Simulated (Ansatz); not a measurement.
Consider the formal exchange of groups at the Al–C bond: `C[NH][Al]([CH3])[F]` + `COC(=N)O` → `C[NH][Al]([OH])[F]` + `COC(C)=N`.

Calculated with Ansatz (gas phase, PBE0-D4/def2-TZVP geometries, no zero-point term in ΔE). CBS: MP2 limit from def2 TZ/QZ plus the TZ coupled-cluster correction, frozen cores. One conformer a species, not always the lowest.

```
              species  SCS-MP2/def2-TZVPP energy (Eh)
`C[NH][Al]([CH3])[F]`                      -476.74010
           `COC(=N)O`                      -283.92198
 `C[NH][Al]([OH])[F]`                      -512.69464
           `COC(C)=N`                      -248.02255
```

Work out ΔE.

ΔE = (-512.69464) + (-248.02255) − (-476.74010) − (-283.92198) = -0.05511 Eh = -144.7 kJ/mol. CCSD(T)/CBS gives -141.1 kJ/mol.

Largest T1 diagnostic among the species: 0.013.

From PBE to PBE0 (25 % exact exchange), in def2-TZVPP and without D4, ΔE moves by −3.9 kJ/mol.
